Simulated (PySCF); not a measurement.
PBE0 on Li⁻ (lithium, charge -1), [He] 2s2, closed-shell 1S. All numbers are calculated (PySCF 2.14, the non-relativistic Hamiltonian (point nucleus), in aug-cc-pVTZ with one added diffuse shell each of s, p, d, f type (6s5p4d3f, 62 functions)).

```
cycle= 1 E= -7.48474134381809  delta_E= -0.000872  |g|= 0.00365  |ddm|= 0.267
cycle= 2 E= -7.48479729834255  delta_E= -5.6e-05  |g|= 0.0014  |ddm|= 0.0549
cycle= 3 E= -7.48480596307365  delta_E= -8.66e-06  |g|= 0.000167  |ddm|= 0.0132
cycle= 4 E= -7.48480630249624  delta_E= -3.39e-07  |g|= 4.8e-05  |ddm|= 0.00683
cycle= 5 E= -7.48480640404551  delta_E= -1.02e-07  |g|= 1.42e-05  |ddm|= 0.00517
cycle= 6 E= -7.4848064098612  delta_E= -5.82e-09  |g|= 1.72e-06  |ddm|= 0.0012
cycle= 7 E= -7.4848064099458  delta_E= -8.46e-11  |g|= 1.3e-07  |ddm|= 0.000144
converged SCF energy = -7.4848064099458  <S^2> = -4.8849813e-15  2S+1 = 1
```

Highest occupied orbital energy: 0.453 eV; ⟨L²⟩ = 0.00; populations by l: s 4.00, p 0.00, d 0.00, f 0.00.

Q: Can this result be used?

A: With care. The run converged. At PBE0 the highest occupied level has a positive energy, so only the finite basis holds that electron; in a semilocal or global hybrid functional this comes from self-interaction and does not mean that the real anion is unbound.
